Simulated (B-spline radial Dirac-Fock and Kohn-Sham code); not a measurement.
## Elastic and transport cross sections of promethium for electrons

Model: relativistic (Dirac) partial waves in the static field of the Dirac-Fock atom with Furness-McCarthy exchange, without polarisation or absorption potentials. Program: a radial atomic solver. Below a few hundred eV the neglected polarisation potential matters, most of all at small angles. σ_tr1 and σ_tr2 weight the cross section with 1 − P₁ and 1 − P₂ of cos θ; "backward" is the share scattered beyond 90°.

| energy (eV) | σ (a₀²) | σ_tr1 (a₀²) | σ_tr2 (a₀²) | σ/σ_tr1 | backward (%) |
| --- | --- | --- | --- | --- | --- |
| 50 | 60.7 | 10.6 | 16.0 | 5.74 | 7.1 |
| 55 | 58.0 | 9.25 | 13.7 | 6.28 | 6.4 |
| 55.9 | 57.6 | 9.04 | 13.3 | 6.37 | 6.3 |
| 74.9 | ? | ? | ? | ? | ? |
| 83.2 | 46.3 | 5.90 | 7.46 | 7.85 | 4.8 |
| 100 | 41.6 | 5.46 | 6.72 | 7.60 | 4.8 |
| 113 | 38.6 | 5.41 | 6.73 | 7.15 | 5.0 |
| 127 | 36.1 | 5.46 | 6.95 | 6.60 | 5.4 |
| 200 | 27.9 | 5.86 | 7.79 | 4.75 | 7.7 |
| 280 | 23.5 | 5.70 | 6.99 | 4.11 | 9.5 |
| 300 | 22.7 | 5.60 | 6.69 | 4.05 | 9.7 |
| 315 | 22.2 | 5.52 | 6.46 | 4.02 | 9.9 |
| 324 | 21.9 | 5.46 | 6.32 | 4.00 | 10 |
| 354 | 21.0 | 5.28 | 5.87 | 3.97 | 10 |
| 361 | 20.8 | 5.23 | 5.77 | 3.97 | 10 |
| 381 | 20.3 | 5.10 | 5.49 | 3.97 | 11 |
| 385 | 20.2 | 5.08 | 5.44 | 3.97 | 11 |
| 418 | 19.4 | 4.86 | 5.02 | 3.99 | 11 |
| 430 | 19.1 | 4.78 | 4.88 | 4.00 | 11 |
| 462 | 18.5 | 4.58 | 4.54 | 4.04 | 11 |
| 482 | 18.1 | 4.45 | 4.34 | 4.07 | 11 |

Q: Fill in the row for 74.9 eV.

A: σ = 49.2 a₀², σ_tr1 = 6.40 a₀², σ_tr2 = 8.40 a₀², σ/σ_tr1 = 7.68, backward 5.0 %. The ratio σ/σ_tr1 is roughly the number of elastic collisions that randomise the direction.

Values without a named source are computed, but for edge energies of neutral atoms, which are taken from tables.
